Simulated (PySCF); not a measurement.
Dimethyl sulfone, C2H6O2S.
SMILES with atom numbers: `[CH3:1][S:2]([CH3:3])(=[O:4])=[O:5]` (hydrogens: H6, H7, H8 on C1; H9, H10, H11 on C3)

Structure optimised with GFN2-xTB, isolated species.

Q: What internal coordinates does the optimisation give?

A: 
```tsv
bond	length (Å)
C1–S2, S2–C3	1.815
S2=O4, S2=O5	1.436
C1–H6 and 5 like bonds	1.082
```

Bonds in one row agree within 0.01 Å and their mean is given. A selection of angles:
```tsv
angle	degrees
S2–C1–H6	108.2
H6–C1–H7	110.3
H6–C1–H8	111.8
C1–S2–C3	103.0
C1–S2–O4	108.7
O4–S2–O5	118.1
```

S2 (sulfonyl sulfur) is distorted tetrahedral (angles from 103.0° to 118.1°).

Point group: C2v (every atom within 0.08 Å of its image). No frequency check.

These are computed values.

---

GeF4.
Bonds: Ge1–F2, Ge1–F3, Ge1–F4, Ge1–F5.

Computed with PBE0-D3(BJ)/def2-SVP geometry optimisation, gas phase (PySCF 2.14.0).

Q: Give the optimised bond lengths and angles.

A: 
| bond | length (Å) |
| --- | --- |
| Ge1–F2 and 3 like bonds | 1.698 |

Bonds in one row agree within 0.01 Å and their mean is given. A selection of angles:
| angle | degrees |
| --- | --- |
| F2–Ge1–F3 | 109.5 |

All 4 F–Ge bonds measure 1.698 Å. Ge1 (germanium bonded to 4 F) is tetrahedral (angles from 109.4° to 109.5°).

Point group: Td (every atom within 0.08 Å of its image). No PBE0-D3(BJ)/def2-SVP frequencies stand behind this structure, so it isn't proved a minimum.

The run took 7.4 s of wall time on an x86-64 server with one thread, no GPU (shared host). That covers the optimisation of the geometry.

---

C3F2N2.
Numbering: `[N:1]#[C:2][C:3]([F:4])([F:5])[C:6]#[N:7]`

Method: PBE0-D3(BJ)/def2-SVP geometry optimisation, gas phase in PySCF.

**Question.** List the bond lengths and angles at this level.

**Answer.** 
| bond | length (Å) | order |
| --- | --- | --- |
| N1≡C2, C6≡N7 | 1.154 | triple |
| C2–C3, C3–C6 | 1.483 | single |
| C3–F4, C3–F5 | 1.338 | single |

Bonds in one row agree within 0.01 Å and their mean is given. Orders are formal, as drawn. A selection of angles:
| angle | degrees |
| --- | --- |
| N1–C2–C3 | 179.7 |
| C2–C3–F4 | 109.4 |
| C2–C3–C6 | 110.6 |
| F4–C3–F5 | 108.7 |

Point group: C2v (every atom within 0.08 Å of its image). PBE0-D3(BJ)/def2-SVP frequencies: not computed here.
